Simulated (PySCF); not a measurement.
SnCl₃I, SMILES [Cl][Sn]([Cl])([Cl])[I]. Atoms are numbered in the order given.

```xyz
5

Cl    -1.8806    -1.0857     1.4647
Sn     0.0000     0.0000     0.6379
Cl     1.8806    -1.0857     1.4647
Cl     0.0000     2.1715     1.4647
I      0.0000     0.0000    -2.0112
```

Geometry: PBE0-D3(BJ)/def2-SVP. The structure was generated by enumeration; whether it is a known compound was not checked. The def2 effective core potentials stand for the cores of I, Sn; spin–orbit coupling is left out.

The numbers are results of ωB97X/def2-TZVP (PySCF), not measurements.

Atomic charges (e):

```tsv
atom	Mulliken	Löwdin
Cl1	?	0.08
Sn2	?	-0.41
Cl3	?	0.08
Cl4	?	0.08
I5	?	0.18
```

Q: What belongs in the gaps? (The exact figures need the calculation; the answer reports its results.)

A: 
- Cl1, Mulliken: -0.29
- Sn2, Mulliken: 0.99
- Cl3, Mulliken: -0.29
- Cl4, Mulliken: -0.29
- I5, Mulliken: -0.12
